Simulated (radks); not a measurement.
Results of a calculation; reference values are marked as such.
Q: The mean radii <r> (bohr) of the occupied orbitals of an atom or ion are listed with their occupations. Code: a radial shooting solver on a logarithmic mesh with Libxc functionals. Model: scalar-relativistic Kohn-Sham, SCAN, spin-polarised, spherical densities, finite nucleus; meta-GGA in the generalised Kohn-Sham scheme; Fermi nuclear charge, rms radius of each element as measured or else 0.836 A^(1/3) + 0.57 fm.

orbital  occ.      <r>
1s up       1  0.03429
1s down     1  0.03429
2s up       1   0.1495
2s down     1   0.1495
2p up       3   0.1304
2p down     3   0.1304
3s up       1   0.4143
3s down     1   0.4144
3p up       3   0.4157
3p down     3   0.4157
3d up       5   0.3991
3d down     5   0.3990
4s up       1    1.064
4s down     1    1.056
4p up       3    1.177
4p down     3    1.166
4d up       5    1.657
5s up       1    2.943

Name the element and its charge. Open shells, if any, are filled with parallel spins first.

A: Z = 43, technetium, charge +1: Tc+ in [Kr] 4d5 5s1. The 1s radius gives Z: for a bare nucleus <r> = (2 gamma + 1)/(2Z) with gamma = sqrt(1 - (Z/c)^2), 0.03371 bohr for Z = 43, and screening makes it slightly larger (0.03429 here). The occupations add up to 42, and the charge is Z minus that.
